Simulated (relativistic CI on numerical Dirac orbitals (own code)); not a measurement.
## How well does a small relativistic CI reproduce Li?

Method of calculation: Dirac-Coulomb-Breit CI, KLI orbitals optimised for each configuration, QED by a radiative potential, valence Slater integrals scaled by 0.85, P86 correlation energy added to each configuration (own radial code, finite nucleus).

CI space (outside the closed core 1s2): 2s, 2p, 3s, 3p, 3d, 4p, 4d, 4s, 4f, 5s, 5p, 5g, 5f, 5d, 6s, 6p, 6d. Levels of other configurations are missing.

```tsv
Configuration	Term (tabulated)	J	Measured (cm⁻¹)	Computed	Error	Purity (%)
2s	2S	1/2	0.0	0	0	100
2p	2P°	1/2	14903.6	15261	357	100
2p	2P°	3/2	14904.0	15261	357	100
3s	2S	1/2	27206.1	28326	1120	100
3p	2P°	1/2	30925.5	32297	1372	100
3p	2P°	3/2	30925.6	32297	1372	100
3d	2D	3/2	31283.0	31893	610	100
3d	2D	5/2	31283.1	31893	610	100
4p	2P°	1/2	36469.7	38355	1885	100
4p	2P°	3/2	36469.8	38355	1885	100
4d	2D	3/2	36623.3	38197	1574	100
4d	2D	5/2	36623.3	38197	1574	100
```

Measured levels from NIST Handbook of Basic Atomic Spectroscopic Data (Sansonetti and Martin, J. Phys. Chem. Ref. Data 34, 1559 (2005)); pairs were made by configuration, J and term (by order where the table uses no LS term), so strongly mixed levels may be paired wrongly.

Mean error by configuration (cm⁻¹): 2p 357; 3s 1120; 3p 1372; 3d 610; 4p 1885; 4d 1574. Over the excited levels the mean absolute error is 1156 cm⁻¹ (11 of the 11 excited levels that our extract of the source holds in range could be paired), and the median relative error of those above 1,000 cm⁻¹ is 4.3 %.

Transition probabilities of persistent lines. The last column rescales the computed rate by the cube of measured over computed energy:

| λ measured (Å) | Lower | Upper | A tabulated (s⁻¹) | A computed | A rescaled |
| --- | --- | --- | --- | --- | --- |
| 4602.90 air | 2p 2P°_3/2 | 4d 2D_5/2 | 2.23e+07 | 2.79e+07 | 2.37e+07 |
| 6103.54 air | 2p 2P°_1/2 | 3d 2D_3/2 | 6.86e+07 | 6.30e+07 | 6.02e+07 |
| 6103.65 air | 2p 2P°_3/2 | 3d 2D_5/2 | 6.86e+07 | 7.56e+07 | 7.22e+07 |
| 6707.77 air | 2s 2S_1/2 | 2p 2P°_3/2 | 3.69e+07 | 4.07e+07 | 3.79e+07 |
| 6707.93 air | 2s 2S_1/2 | 2p 2P°_1/2 | 3.69e+07 | 4.07e+07 | 3.79e+07 |
| 8126.23 air | 2p 2P°_1/2 | 3s 2S_1/2 | 3.49e+07 | 1.38e+07 | 1.15e+07 |
| 8126.45 air | 2p 2P°_3/2 | 3s 2S_1/2 | 3.49e+07 | 2.76e+07 | 2.31e+07 |
| 26877.67 air | 3s 2S_1/2 | 3p 2P°_3/2 | 3.80e+06 | 4.59e+06 | 3.77e+06 |
| 26878.36 air | 3s 2S_1/2 | 3p 2P°_1/2 | 3.80e+06 | 4.59e+06 | 3.77e+06 |
